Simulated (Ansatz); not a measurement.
Consider the ligand exchange at the Si–N bond: `BN[SiH2]F` + H₂Se → `F[SiH2][SeH]` + `BN`.

Calculated with Ansatz (gas phase, PBE0-D4/def2-TZVP geometries, no zero-point term in ΔE). CCSD(T)/CBS is the MP2 limit (def2-TZVPP, def2-QZVPP) plus CCSD(T) − MP2 in def2-TZVPP, frozen cores. This one scheme is used for every species. Functionals use def2-TZVPP. HSE06 is defined as in plane-wave codes. For Se outer-core shells are correlated without core-valence functions, which leaves a few kJ/mol of doubt a bond. Scalar relativity is left out up to krypton. Each species was taken in one conformer, which may not be the lowest.

Task: Is it downhill or uphill in electronic energy at CCSD(T)/CBS, and by how much? (Best estimate.)

Result: Computed: Downhill: ΔE = -2.0 kcal/mol.

Task: What do these levels give: revPBE-D4, BLYP-D4, r2SCAN0-D4, HSE06-D4, CAM-B3LYP-D4, PBE, r2SCAN0, BHLYP, MP2/def2-TZVPP, CCSD/def2-TZVPP, CCSD(T)/def2-TZVPP, HF/def2-QZVPP? (An estimate is asked.)

Result: Computed: revPBE-D4 -4.3, BLYP-D4 -2.5, r2SCAN0-D4 -2.8, HSE06-D4 -4.0, CAM-B3LYP-D4 -1.0, PBE -5.1, r2SCAN0 -2.9, BHLYP -1.1, MP2/def2-TZVPP -1.6, CCSD/def2-TZVPP -0.6, CCSD(T)/def2-TZVPP -1.0, HF/def2-QZVPP 0.8 kcal/mol.

Largest T1 diagnostic among the species: 0.012.

From BLYP to BHLYP (50 % exact exchange), in def2-TZVPP and without D4, ΔE moves by +2.0 kcal/mol. In def2-TZVPP, CCSD(T) changes the Hartree–Fock value by −1.5 kcal/mol (the triples alone add −0.4 kcal/mol) and MP2 by −2.2 kcal/mol. Leaving LDA and LC-ωPBE aside and taking each functional with its dispersion term where it has one, the values, not all of them listed here, spread over 3.9 kcal/mol, from PBE-D4 to CAM-B3LYP-D4. LDA lies +1.2 kcal/mol from PBE without D4.
